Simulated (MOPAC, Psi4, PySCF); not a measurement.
Interaction energy of C3H10Si ··· HCl (SMILES C[SiH](C)C and Cl). Monomers: optimised at B3LYP-D3(BJ) (def2-SVP and def2-TZVP), held rigid. Orientation: lowest of the rigid-body minima from ten starts at GFN2-xTB. The monomers approach along the line of their centres of mass (distance R); nothing else relaxes.

- RMP2/6-31G* = restricted MP2 (frozen core)/6-31G*, spherical d, no counterpoise correction (PySCF)
- RKS-BP86/6-31G* = restricted BP86/6-31G*, spherical d, no counterpoise correction run with PySCF 2.14.0
- PM6, restricted, heats of formation (MOPAC)
- wB97M-V/def2-TZVP, counterpoise-corrected (Psi4)

Interaction energies in kJ/mol; the last columns give the difference from wB97M-V:

```tsv
R / Å	RMP2/6-31G*	RKS-BP86/6-31G*	PM6	wB97M-V/def2-TZVP	RMP2/6-31G* − wB97M-V/def2-TZVP	RKS-BP86/6-31G* − wB97M-V/def2-TZVP	PM6 − wB97M-V/def2-TZVP
3.93	6.83	9.77	-3.87	2.15	4.69	7.62	-6.02
4.15	-0.35	3.71	-6.47	-3.25	2.89	6.95	-3.23
4.34	-3.07	1.40	-6.59	-4.92	1.86	6.33	-1.67
4.51	-3.95	0.59	-5.97	-5.18	1.24	5.77	-0.79
4.73	-3.96	0.33	-4.78	-4.70	0.74	5.03	-0.08
5.04	-3.18	0.41	-3.10	-3.57	0.39	3.99	0.47
5.36	-2.25	0.51	-1.84	-2.52	0.27	3.03	0.68
5.82	-1.19	0.46	-0.88	-1.46	0.27	1.92	0.58
6.55	-0.31	0.25	-0.32	-0.56	0.24	0.81	0.23
7.51	-0.02	0.14	-0.10	-0.13	0.12	0.27	0.03
8.83	0.04	0.10	-0.01	0.00	0.04	0.10	-0.01
```

RMP2/6-31G* is furthest from wB97M-V/def2-TZVP at 3.93 (4.69 kJ/mol, above); its mean absolute difference over the points is 1.16 kJ/mol.

RKS-BP86/6-31G* is furthest from wB97M-V/def2-TZVP at 3.93 (7.62 kJ/mol, above); its mean absolute difference over the points is 3.80 kJ/mol.

PM6 is furthest from wB97M-V/def2-TZVP at 3.93 (-6.02 kJ/mol, below); its mean absolute difference over the points is 1.26 kJ/mol.
